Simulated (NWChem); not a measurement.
System: CuH3SO; SMILES [OH2]->[Cu][SH]

The following NWChem deck was run.

```
start job
memory heap 200 mb stack 900 mb global 1100 mb
geometry units angstroms noautoz
  Cu     0.029188    -0.197203     0.005389
  S      0.071098     1.929590     0.008064
  H     -1.277546     2.044000    -0.031600
  O      0.070767    -2.168043     0.005087
  H      0.457864    -2.572652     0.791465
  H      0.518534    -2.571493    -0.749344
end
basis spherical
  * library def2-svpd
end
dft
  xc xpbe96 cpbe96
  iterations 150
  vectors input atomic output neutral.movecs
end
task dft energy
charge 1
dft
  odft
  mult 2
  vectors input atomic output cation.movecs
end
task dft energy
charge -1
dft
  odft
  mult 2
  vectors input atomic output anion.movecs
end
task dft energy
```

Parts of the log:

```
             Northwest Computational Chemistry Package (NWChem) 7.3.0
             --------------------------------------------------------

 C1  symmetry detected

                             Geometry "geometry" -> ""
                             -------------------------

 Output coordinates in angstroms (scale by  1.889725989 to convert to a.u.)

  No.       Tag          Charge          X              Y              Z
 ---- ---------------- ---------- -------------- -------------- --------------
    1 Cu                  29.0000    -0.01643388    -0.28104569    -0.00027971
    2 S                   16.0000     0.06673866     1.84453507     0.00064070
    3 H                    1.0000    -1.27995752     1.98507008    -0.01211979
    4 O                    8.0000    -0.01307940    -2.25232138    -0.00056287
    5 H                    1.0000     0.38173956    -2.66432529     0.77809858
    6 H                    1.0000     0.41161720    -2.66440998    -0.76361536

 Effective nuclear repulsion energy (a.u.)     232.4671783134

  pbe96 is a nonlocal functional; adding pw91lda local functional.

                                 NWChem DFT Module
                                 -----------------

 Summary of "ao basis" -> "ao basis" (spherical)
 ------------------------------------------------------------------------------
       Tag                 Description            Shells   Functions and Types
 ---------------- ------------------------------  ------  ---------------------
 Cu                        def2-svpd                12       34   5s4p2d1f
 S                         def2-svpd                11       27   5s4p2d
 H                         def2-svpd                 4        8   2s2p
 O                         def2-svpd                 9       23   4s3p2d

            General Information
            -------------------
          SCF calculation type: DFT
          Wavefunction type:  closed shell.
          No. of atoms     :     6
          No. of electrons :    56
           Alpha electrons :    28
            Beta electrons :    28
          Charge           :     0
          Spin multiplicity:     1
          Use of symmetry is: off; symmetry adaption is: off
          Maximum number of iterations: 150
          AO basis - number of functions:   108
                     number of shells:    44
          Convergence on energy requested:  1.00D-06
          Convergence on density requested:  1.00D-05
          Convergence on gradient requested:  5.00D-04

              XC Information
              --------------
          PerdewBurkeErnzerhof Exchange Functional  1.000
            Perdew 1991 LDA Correlation Functional  1.000 local
           PerdewBurkeErnz. Correlation Functional  1.000 non-local

             Grid Information
             ----------------
          Grid used for XC integration:  medium
          Radial quadrature: Mura-Knowles
          Angular quadrature: Lebedev.
          Tag              B.-S. Rad. Rad. Pts. Rad. Cut. Ang. Pts.
          ---              ---------- --------- --------- ---------
          Cu                  1.35      112          12.0       590
          S                   1.00       88          13.0       590
          H                   0.35       45          14.0       434
          O                   0.60       49          14.0       434
          Grid pruning is: on
          Number of quadrature shells:   384
          Spatial weights used:  Erf1

      Superposition of Atomic Density Guess
      -------------------------------------

 Sum of atomic energies:       -2112.22936516

      Non-variational initial energy
      ------------------------------

 Total energy =   -2112.624109
 1-e energy   =   -3398.767545
 2-e energy   =    1053.676258
 HOMO         =      -0.331395
 LUMO         =      -0.076512

   convergence    iter        energy       DeltaE   RMS-Dens  Diis-err
 ---------------- ----- ----------------- --------- --------- ---------
 d= 0,ls=0.0,diis     1  -2114.6659394915 -2.35D+03  3.31D-01  2.45D+00
 d= 0,ls=0.5,diis     2  -2080.7267741435  3.39D+01  5.99D-02  9.81D+01
 d= 0,ls=0.5,diis     3  -2086.7107316421 -5.98D+00  8.29D-02  1.52D+02
 d= 0,ls=0.5,diis     4  -2093.4042895205 -6.69D+00  9.10D-02  1.76D+02
 d= 0,ls=0.5,diis     5  -2101.0838822351 -7.68D+00  5.64D-02  1.45D+02
 d= 0,ls=0.5,diis     6  -2107.6251971705 -6.54D+00  2.99D-02  8.95D+01
 d= 0,ls=0.5,diis     7  -2111.3719073213 -3.75D+00  1.81D-02  4.04D+01
 d= 0,ls=0.5,diis     8  -2113.3893278584 -2.02D+00  1.36D-02  1.14D+01
 d= 0,ls=0.5,diis     9  -2114.1801983584 -7.91D-01  1.11D-02  2.15D+00
 d= 0,ls=0.5,diis    10  -2114.4256295525 -2.45D-01  8.52D-03  1.20D-01
  Resetting Diis
 d= 0,ls=0.5,diis    11  -2114.4746621925 -4.90D-02  5.68D-03  1.40D-01
 d= 0,ls=0.5,diis    12  -2114.5020329061 -2.74D-02  5.46D-03  8.78D-02
 d= 0,ls=0.5,diis    13  -2114.5033655341 -1.33D-03  5.77D-03  3.05D-01
 d= 0,ls=0.5,diis    14  -2114.5400480195 -3.67D-02  8.10D-03  9.16D-02
 d= 0,ls=0.5,diis    15  -2114.5949010310 -5.49D-02  1.17D-02  7.46D-02
 d= 0,ls=0.5,diis    16  -2114.6727496970 -7.78D-02  1.19D-02  2.45D-01
 d= 0,ls=0.5,diis    17  -2114.7168248205 -4.41D-02  9.06D-03  6.55D-01
 d= 0,ls=0.5,diis    18  -2114.7152950844  1.53D-03  5.87D-03  1.18D+00
 d= 0,ls=0.5,diis    19  -2114.7145846212  7.10D-04  3.75D-03  1.41D+00
 d= 0,ls=0.5,diis    20  -2114.7341434379 -1.96D-02  2.54D-03  1.32D+00
 d= 0,ls=0.5,diis    21  -2114.7622047125 -2.81D-02  1.72D-03  1.10D+00
 d= 0,ls=0.5,diis    22  -2114.7812828165 -1.91D-02  1.90D-03  9.57D-01
 d= 0,ls=0.5,diis    23  -2114.8133586721 -3.21D-02  1.63D-03  6.88D-01
 d= 0,ls=0.5,diis    24  -2114.8429351895 -2.96D-02  1.72D-03  4.13D-01
 d= 0,ls=0.5,diis    25  -2114.8688208349 -2.59D-02  1.13D-03  1.71D-01
 d= 0,ls=0.5,diis    26  -2114.8794207441 -1.06D-02  1.06D-03  9.18D-02
 d= 0,ls=0.5,diis    27  -2114.8871774938 -7.76D-03  7.15D-04  2.67D-02
 d= 0,ls=0.5,diis    28  -2114.8902077705 -3.03D-03  4.71D-04  8.00D-03
 d= 0,ls=0.5,diis    29  -2114.8913586660 -1.15D-03  3.30D-04  3.24D-03
 d= 0,ls=0.5,diis    30  -2114.8918265469 -4.68D-04  2.50D-04  2.23D-03
 d= 0,ls=0.5,diis    31  -2114.8920884362 -2.62D-04  1.99D-04  1.55D-03
 d= 0,ls=0.5,diis    32  -2114.8922558453 -1.67D-04  1.58D-04  9.44D-04
 d= 0,ls=0.5,diis    33  -2114.8923589863 -1.03D-04  1.28D-04  5.77D-04
 d= 0,ls=0.5,diis    34  -2114.8924201802 -6.12D-05  1.02D-04  4.02D-04
 d= 0,ls=0.5,diis    35  -2114.8924609427 -4.08D-05  8.29D-05  2.62D-04
 d= 0,ls=0.5,diis    36  -2114.8924883913 -2.74D-05  6.72D-05  1.55D-04
 d= 0,ls=0.5,diis    37  -2114.8925056396 -1.72D-05  5.44D-05  9.56D-05
 d= 0,ls=0.5,diis    38  -2114.8925166633 -1.10D-05  4.43D-05  5.96D-05
 d= 0,ls=0.5,diis    39  -2114.8925239187 -7.26D-06  3.61D-05  3.65D-05
 d= 0,ls=0.5,diis    40  -2114.8925284356 -4.52D-06  2.90D-05  2.53D-05
 d= 0,ls=0.5,diis    41  -2114.8925313997 -2.96D-06  2.37D-05  1.72D-05
 d= 0,ls=0.5,diis    42  -2114.8925333943 -1.99D-06  1.94D-05  1.16D-05
 d= 0,ls=0.5,diis    43  -2114.8925347039 -1.31D-06  1.60D-05  8.17D-06
 d= 0,ls=0.5,diis    44  -2114.8925356001 -8.96D-07  1.32D-05  5.84D-06
 d= 0,ls=0.5,diis    45  -2114.8925362301 -6.30D-07  1.09D-05  3.96D-06
 d= 0,ls=0.5,diis    46  -2114.8925366825 -4.52D-07  9.05D-06  2.37D-06

         Total DFT energy =    -2114.892536981499
      One electron energy =    -3405.057297211893
           Coulomb energy =     1159.666454956233
    Exchange-Corr. energy =     -101.968873039237
 Nuclear repulsion energy =      232.467178313399

 Numeric. integr. density =       56.000008033226

                       DFT Final Molecular Orbital Analysis
                       ------------------------------------

 Vector   26  Occ=2.000000D+00  E=-2.008321D-01
              MO Center= -1.5D-02, -2.8D-01, -2.5D-04, r^2= 3.8D-01
   Bfn.  Coefficient  Atom+Function         Bfn.  Coefficient  Atom+Function
  ----- ------------  ---------------      ----- ------------  ---------------
    21      0.844929  1 Cu d  1              26      0.312300  1 Cu d  1
    60      0.040558  2 S  d  1             107      0.027975  6 H  py
    99     -0.026333  5 H  py

 Vector   27  Occ=2.000000D+00  E=-1.937187D-01
              MO Center= -9.7D-03,  1.3D-01,  9.4D-05, r^2= 2.0D+00
   Bfn.  Coefficient  Atom+Function         Bfn.  Coefficient  Atom+Function
  ----- ------------  ---------------      ----- ------------  ---------------
     4      0.532714  1 Cu s                 22      0.489675  1 Cu d  2
    20      0.372112  1 Cu d  0               3     -0.227059  1 Cu s
    47     -0.220394  2 S  py                44     -0.180920  2 S  py
    27      0.173503  1 Cu d  2               5      0.160217  1 Cu s
    39     -0.144851  2 S  s                 25      0.131390  1 Cu d  0

 Vector   28  Occ=2.000000D+00  E=-1.652869D-01
              MO Center=  7.0D-03,  1.2D+00, -2.2D-04, r^2= 2.5D+00
   Bfn.  Coefficient  Atom+Function         Bfn.  Coefficient  Atom+Function
  ----- ------------  ---------------      ----- ------------  ---------------
    48      0.494643  2 S  pz                19     -0.445179  1 Cu d -1
    45      0.384829  2 S  pz                42      0.216622  2 S  pz
    24     -0.148382  1 Cu d -1              51      0.098677  2 S  pz
    14      0.090392  1 Cu pz                11     -0.051491  1 Cu pz
    17      0.039017  1 Cu pz                93     -0.032527  5 H  s

 Vector   29  Occ=0.000000D+00  E=-8.132013D-02
              MO Center=  4.2D-01, -2.2D+00,  7.9D-03, r^2= 5.9D+00
   Bfn.  Coefficient  Atom+Function         Bfn.  Coefficient  Atom+Function
  ----- ------------  ---------------      ----- ------------  ---------------
    16     -0.563419  1 Cu py                 5      0.516831  1 Cu s
     4      0.437216  1 Cu s                 81     -0.434961  4 O  py
    72     -0.311664  4 O  s                 73     -0.288251  4 O  s
    71     -0.269863  4 O  s                 39      0.195719  2 S  s
    22     -0.169974  1 Cu d  2              94      0.162848  5 H  s

 Vector   30  Occ=0.000000D+00  E=-1.072569D-02
              MO Center=  1.7D-01, -1.3D+00,  3.4D-02, r^2= 7.5D+00
   Bfn.  Coefficient  Atom+Function         Bfn.  Coefficient  Atom+Function
  ----- ------------  ---------------      ----- ------------  ---------------
    17      0.746544  1 Cu pz                82      0.286353  4 O  pz
    51     -0.246572  2 S  pz                76     -0.234479  4 O  pz
   102      0.230490  6 H  s                 94     -0.221034  5 H  s
   100      0.216007  5 H  pz               108      0.215696  6 H  pz
    14      0.193313  1 Cu pz                48     -0.163653  2 S  pz

 Vector   31  Occ=0.000000D+00  E=-9.617906D-03
              MO Center= -8.1D-01, -1.9D-01, -4.6D-02, r^2= 8.3D+00
   Bfn.  Coefficient  Atom+Function         Bfn.  Coefficient  Atom+Function
  ----- ------------  ---------------      ----- ------------  ---------------
     5      1.508960  1 Cu s                 39     -1.369107  2 S  s
    16      1.021719  1 Cu py                50      0.624210  2 S  py
    15     -0.535033  1 Cu px                 4      0.237546  1 Cu s
    47      0.197321  2 S  py                81      0.187751  4 O  py
    37     -0.172529  2 S  s                 12     -0.169106  1 Cu px

     Multipole analysis of the density
     ---------------------------------

     L   x y z        total         alpha         beta         nuclear
     -   - - -        -----         -----         ----         -------
     0   0 0 0     -0.000000    -28.000000    -28.000000     56.000000

     1   1 0 0      0.234584      0.117292      0.117292      0.000000
     1   0 1 0     -2.881089     -1.440545     -1.440545      0.000000
     1   0 0 1      0.007561      0.003781      0.003781     -0.000000

     2   2 0 0    -24.472248    -15.867737    -15.867737      7.263225
     2   1 1 0     -4.193781      2.037256      2.037256     -8.268294
     2   1 0 1     -0.006646     -0.001721     -0.001721     -0.003203
     2   0 2 0    -20.479777   -216.378493   -216.378493    412.277209
     2   0 1 1     -0.066260      0.022670      0.022670     -0.111600
     2   0 0 2    -25.729247    -14.987093    -14.987093      4.244939

                                 NWChem DFT Module
                                 -----------------

            General Information
            -------------------
          SCF calculation type: DFT
          Wavefunction type:  spin polarized.
          No. of atoms     :     6
          No. of electrons :    55
           Alpha electrons :    28
            Beta electrons :    27
          Charge           :     1
          Spin multiplicity:     2
          Use of symmetry is: off; symmetry adaption is: off
          Maximum number of iterations: 150
          AO basis - number of functions:   108
                     number of shells:    44
          Convergence on energy requested:  1.00D-06
          Convergence on density requested:  1.00D-05
          Convergence on gradient requested:  5.00D-04

              XC Information
              --------------
          PerdewBurkeErnzerhof Exchange Functional  1.000
            Perdew 1991 LDA Correlation Functional  1.000 local
           PerdewBurkeErnz. Correlation Functional  1.000 non-local

             Grid Information
             ----------------
          Grid used for XC integration:  medium
          Radial quadrature: Mura-Knowles
          Angular quadrature: Lebedev.
          Tag              B.-S. Rad. Rad. Pts. Rad. Cut. Ang. Pts.
          ---              ---------- --------- --------- ---------
          Cu                  1.35      112          12.0       590
          S                   1.00       88          13.0       590
          H                   0.35       45          14.0       434
          O                   0.60       49          14.0       434
          Grid pruning is: on
          Number of quadrature shells:   384
          Spatial weights used:  Erf1

      Superposition of Atomic Density Guess
      -------------------------------------

 Sum of atomic energies:       -2112.22936516

 Renormalizing density from      56.00 to     55

      Non-variational initial energy
      ------------------------------

 Total energy =   -2089.227132
 1-e energy   =   -3338.075267
 2-e energy   =    1016.380956
 HOMO         =      -0.633344
 LUMO         =      -0.371465

[...]
```

Level: PBE/def2-SVPD, vertical spin-unrestricted ions. All runs use the structure optimised with PBE0/def2-SVP.
